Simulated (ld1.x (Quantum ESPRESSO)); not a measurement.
Varying the RRKJ potential for silicon (Si)

Base potential:

| Property | Result |
| --- | --- |
| Element | Si (Z = 14) |
| Generator | ld1.x (Quantum ESPRESSO) 7.5 |
| Type | norm-conserving RRKJ (Kleinman–Bylander form) |
| Functional | LDA (PZ) |
| Relativity | scalar-relativistic |
| Frozen core | [Ne] |
| Valence charge | 4 |
| Reference configuration | 3s2 3p1 (charge +1) |
| Partial waves | 3p (bound): rc 2.20 bohr; 3d channel at -0.1 Ry: rc 1.85 bohr; 3s (bound): rc 1.55 bohr |
| Local potential | the s channel |
| Core correction | a·sin(br)/r model core inside 1.40 bohr |

Cutoffs, loose and tight: the cutoffs (Ry, on a coarse ladder) from which the occupation-weighted sum of valence levels, in a spherical-Bessel basis at the reference potential, stays within 10 and 1 mRy of its value at 400 Ry. They do not see the model core or the augmentation charge, which bear on the density cutoff. Test errors are all-electron minus pseudo excitation energies from the reference, over the configurations 3s2 3p2; 3s2 3p0; 3s1 3p0; 3s0 3p4; 3s2 3p2.3; 3s1 3p2; 3s2 3p1.5 (two spin-polarised tests are not counted in the largest error). A dash means not determined; rows that change the core or the reference have their own tests. The largest error is taken over the tests solved by every variant that gives reliable tests at all: 3s0 3p4; 3s1 3p0; 3s1 3p2; 3s2 3p0; 3s2 3p1.5; 3s2 3p2; 3s2 3p2.3.

A true bound ghost makes a file unfit for plane-wave use even where its test errors are small: the radial tests pick states by their node count and pass the ghost by.

| change | outcome | cutoff, loose | cutoff, tight | bound ghosts | largest test error (meV) |
| --- | --- | --- | --- | --- | --- |
| base | generated | 21 Ry | 40 Ry | none | +79 |
| reference 3s2 3p2 | generated | 18 Ry | 40 Ry | none | +113 |
| wave 3d channel at -0.1 Ry: rc 1.85 bohr becomes 3d channel at -0.1 Ry: rc 1.72 bohr | generated | 21 Ry | 40 Ry | none | +79 |
| wave 3p (bound): rc 2.20 bohr becomes 3p (bound): rc 1.94 bohr | generated | 21 Ry | 40 Ry | none | +74 |
| wave 3d channel at -0.1 Ry: rc 1.85 bohr becomes 3d channel at -0.05 Ry: rc 1.85 bohr | generated | 21 Ry | 40 Ry | none | +79 |
| local potential the d channel | generated | 18 Ry | 25 Ry | none | +92 |
| functional PBE | generated | 18 Ry | 40 Ry | none | +63 |
| all radii but the core radius scaled by about 1.22 (s 1.90, p 2.70, d 2.26 bohr) | generated | 15 Ry | 35 Ry | none | +76 |
| core correction a·sin(br)/r model core inside 1.72 bohr | generated | 21 Ry | 40 Ry | none | +136 |
| wave 3d channel at -0.1 Ry: rc 1.85 bohr becomes 3d channel at -0.1 Ry: rc 2.74 bohr | generated | 21 Ry | 40 Ry | none | +79 |
| wave 3d channel at -0.1 Ry: rc 1.85 bohr becomes 3d channel at -0.18 Ry: rc 1.85 bohr | generated | 21 Ry | 40 Ry | none | +79 |

Q: What comes out with this change to the base: wave 3s (bound): rc 1.55 bohr becomes 3s (bound): rc 0.96 bohr?

A: outcome: generated; cutoff, loose: 260 Ry; cutoff, tight: 300 Ry; bound ghosts: s (extra level of the local part); largest test error (meV): +477.
